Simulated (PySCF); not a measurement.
# SMILES C/C(F)=C(\C)C(=O)F, C₅H₆F₂O

Cartesian coordinates in Å; atom numbers follow the order of the lines, from 1:
```xyz
14

C    -1.8375    0.3657   -0.3997
C    -0.4609    0.8719   -0.1564
F    -0.3602    2.2027   -0.2292
C     0.6014    0.0930    0.1127
C     0.4457   -1.3991    0.1759
C     1.9522    0.5908    0.3645
O     2.9265   -0.0458    0.6014
F     2.0543    1.9457    0.3149
H    -2.1686   -0.2502    0.4352
H    -1.8627   -0.2528   -1.2963
H    -2.5198    1.2021   -0.5238
H     0.0795   -1.7910   -0.7714
H     1.4091   -1.8507    0.3947
H    -0.2596   -1.6828    0.9552
```

Theory: PySCF 2.14.0, GIAO KT3/pcSseg-1 magnetisability, rotational g tensor and spin-rotation constants, non-relativistic, gas phase. Geometry: GFN2-xTB.

(1) Give the nuclear spin-rotation constants along the inertial axes (H = +C I·J) beside the isotropic shieldings.

(2) How do the rotational constants and the g tensor change when H9, H10, H11, H12, H13, H14 are replaced by deuterium?

Results:

(1) Rotational constants 3.0802, 1.7342, 1.1250 GHz. A star marks the isotopologue with that one atom substituted, in its own axes.
```
atom  isotope  Caa (kHz)  Cbb (kHz)  Ccc (kHz)  mean (kHz)  σ (ppm)
  F3      19F      6.644      3.108      0.799       3.517    201.3
  F8      19F      9.687      2.114      1.649       4.483    133.8
  H9       1H     -0.314     -0.098     -0.036      -0.150     29.5
 H10       1H     -0.307     -0.125     -0.021      -0.151     29.5
 H11       1H     -0.088     -0.078     -0.132      -0.099     29.6
 H12       1H     -0.241     -0.151     -0.036      -0.142     30.3
 H13       1H      0.015     -0.111     -0.127      -0.075     29.1
 H14       1H     -0.247     -0.151     -0.033      -0.144     30.3
  C1     13C*      0.406      0.270      0.177       0.285    163.6
  C2     13C*      1.191      0.827      0.295       0.771     14.5
  C4     13C*      0.867      0.640      0.181       0.563     85.1
  C5     13C*      0.453      0.233      0.160       0.282    168.8
  C6     13C*      0.865      0.803      0.340       0.669     31.2
  O7     17O*     -1.566     -0.921     -0.129      -0.872    -73.5
```
For the geometry as given, no vibrational averaging.

(2) Constants 2.7023, 1.5739, 1.0197 GHz; g -0.0291, -0.0171, -0.0062, against -0.0328, -0.0184, -0.0064 before.
